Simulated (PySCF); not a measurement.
# How methods differ on the excitation energy of Cl⁺

Cl⁺ [Ne] 3s2 3p4 (3P) → Cl⁺ [Ne] 3s1 3p5 (3P), as a difference of total energies. All numbers are calculated (PySCF 2.14, the non-relativistic Hamiltonian (point nucleus), in dyall-av3z (19s12p3d2f, 84 functions)). Correlated levels: valence: [Ne] frozen; virtual orbitals above 40 to 60 times the deepest correlated orbital energy dropped. The calculations carry no spin-orbit coupling.

```tsv
method	excitation energy (eV)
UHF	14.287
MP2 (valence)	13.007
SCS-MP2 (valence)	12.852
CCSD (valence)	12.071
CCSD(T) (valence)	11.700
```

Errors of the correlated levels include the incompleteness of this basis and the frozen core.

The coupled-cluster amplitudes are large for the upper state (T1 above 0.03 or a double amplitude above 0.15), so a single reference is strained.

Which method comes closest to the reference value, and which is furthest?

The reference is 11.573 eV (measured; NIST levels, between the centres of gravity of the two terms). Closest: CCSD(T) (valence) (error 0.127 eV); furthest: UHF (error 2.714 eV).
